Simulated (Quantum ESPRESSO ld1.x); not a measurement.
The numbers below are computed, except where a source is named.
Problem. Rh4+, 41 electrons, occupied as [Kr] 4d5 (the NIST ground configuration). Level of theory: scalar-relativistic Kohn-Sham, LDA (Slater exchange, Perdew-Zunger correlation), spin-polarised, spherical densities, point nucleus; open shells are filled with parallel spins first (ld1.x of Quantum ESPRESSO 7.5). Some entries of the table are withheld. Estimate them.

orbital  occ.  eigenvalue (hartree)  <r^2> (bohr^2)  <1/r> (bohr^-1)
1s up       1              -847.558        0.001441            47.00
1s down     1              -847.557        0.001441            47.00
2s up       1              -124.639         0.02379            10.64
2s down     1              -124.604         0.02379            10.64
2p up       3              -111.983         0.01871            10.31
2p down     3              -111.956         0.01871            10.31
3s up       1              -23.8912          0.1753            3.705
3s down     1              -23.8670          0.1752            3.706
3p up       3              -19.7331          0.1777            3.532
3p down     3              -19.7068          0.1775            3.532
3d up       5              -13.0680          0.1642            3.307
3d down     5              -13.0330          0.1638            3.308
4s up       1              -5.01782           1.057            1.423
4s down     1              -4.87622           1.051            1.429
4p up       3              -3.81758           1.262            1.286
4p down     3              -3.67162           1.259            1.291
4d up       5              -2.06898           1.976            1.011
4d down     0              -1.92463           2.026            1.005
5s up       0              -1.53125           5.672           0.5837
5s down     0              -1.44818           5.986           0.5648
5p up       0                   (1)           7.276              (2)
5p down     0                   (3)           7.782              (4)
5d up       0              -0.78457           12.59           0.3987
5d down     0              -0.75054           13.68           0.3801
4f up       0              -0.70055           8.386           0.4637
4f down     0              -0.63475           10.76           0.4070

Solution. 
(1) 5p up eigenvalue (hartree): -1.21890
(2) 5p up <1/r> (bohr^-1): 0.5149
(3) 5p down eigenvalue (hartree): -1.15398
(4) 5p down <1/r> (bohr^-1): 0.4939
